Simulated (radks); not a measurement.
The numbers below are computed, except where a source is named.
Valence configurations of neutral titanium (all share [Ar]). Code: a radial shooting solver on a logarithmic mesh with Libxc functionals. Model: Dirac Kohn-Sham, PBEsol, spin-unpolarised, spherical densities, point nucleus; open shells fill j = l - 1/2 first. Energies are relative to 3d2 4s2; eigenvalues in eV.

| valence | E (eV) | e(3d3/2) | e(4p1/2) | e(4p3/2) | e(4s1/2) |
|---|---|---|---|---|---|
| 3d2 4s2 | 0.000 | -4.290 | - | - | -4.474 |
| 3d3 4s1 | 1.090 | -1.927 | - | - | -3.730 |
| 3d2 4s1 4p1 | 3.071 | -5.495 | -2.082 | - | -5.214 |
| 3d4 | 3.288 | -1.007 | - | - | - |
| 3d3 4p1 | 3.760 | -2.968 | -1.732 | - | - |
| 3d1 4s2 4p1 | 4.690 | -9.339 | -2.572 | - | -6.208 |
| 3d2 4p2 | 6.258 | -6.589 | -2.584 | - | - |
| 3d1 4s1 4p2 | 8.384 | -10.461 | -3.058 | - | -6.808 |
| 3d1 4p3 | 12.235 | -11.536 | -3.495 | -3.447 | - |
| 4s2 4p2 | 13.868 | - | -3.595 | - | -7.865 |

NIST lists [Ar] 3d2 4s2 as the ground configuration; this level of theory agrees among the configurations tried. The energies are those of spherical spin-averaged densities, not of single terms.
